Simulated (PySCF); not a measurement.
Compound: C7H12P2.
Cartesian coordinates in Å at the PBE0-D3(BJ)/def2-SVP level; atoms count from 1:
```
atom  x, y, z in Å
C1     4.8296    0.3935    0.9885
C2     3.9021   -0.3834    1.0539
C3     2.7612   -1.2756    1.1283
P4     1.1646   -0.2805    1.3283
P5     0.2811   -0.7841   -0.4217
C6    -1.3694    0.1498   -0.3999
C7    -1.3541    1.0353   -1.6520
C8    -1.6282    0.9982    0.8385
C9    -2.4540   -0.9249   -0.5399
H10    5.6588    1.0734    0.9295
H11    2.7144   -1.9302    0.2419
H12    2.8461   -1.9246    2.0167
H13   -0.5814    1.8166   -1.5838
H14   -1.1654    0.4489   -2.5652
H15   -2.3317    1.5339   -1.7678
H16   -1.6421    0.3902    1.7561
H17   -0.8649    1.7810    0.9657
H18   -2.6093    1.4952    0.7490
H19   -2.4955   -1.5739    0.3486
H20   -2.2847   -1.5643   -1.4208
H21   -3.4411   -0.4457   -0.6561
```

Computed with PySCF at PBE0/pcSseg-1, non-relativistic, on one gas-phase PBE0-D3(BJ)/def2-SVP geometry that isn't relaxed in the solvent. The solvent is an IEF-PCM continuum (van der Waals radii × 1.2). The model holds no explicit solvent molecules, cavitation or dispersion.

| run | E − E(gas) (kJ/mol) | HOMO (eV) | HOMO–LUMO gap (eV) | dipole (D) |
| --- | --- | --- | --- | --- |
| gas | 0.00 | -6.93 | 4.49 | 1.35 |
| P | -19.83 | -6.98 | 4.52 | 1.93 |
| Q | -14.22 | -6.95 | 4.51 | 1.76 |

Q: The runs were made in acetonitrile and chloroform. Which run belongs to which solvent?

A: P = acetonitrile, Q = chloroform. The dielectric constants are 4.711 (chloroform), 35.69 (acetonitrile), and the energy falls further as ε rises. In this model the ground state sees the solvent through ε alone.

Q: How constant is the ratio of the lowering to (ε − 1)/(2ε + 1)?

A: 
```tsv
solvent	(ε − 1)/(2ε + 1)	E − E(gas) (kJ/mol)	ratio (kJ/mol)	polarisation term (kJ/mol)
chloroform	0.356	-14.22	-39.9	-15.41
acetonitrile	0.479	-19.83	-41.4	-22.27
```

The ratio changes by +3.6 % in size from chloroform to acetonitrile. The polarisation term is half the interaction of the solute with the induced surface charges.

Time: 53 s of wall time; peak memory 1.4 GiB. Hardware: one thread of an Intel Xeon Platinum 8488C, on a shared host. This is the whole shielding run at PBE0/pcSseg-1 in acetonitrile, SCF included.
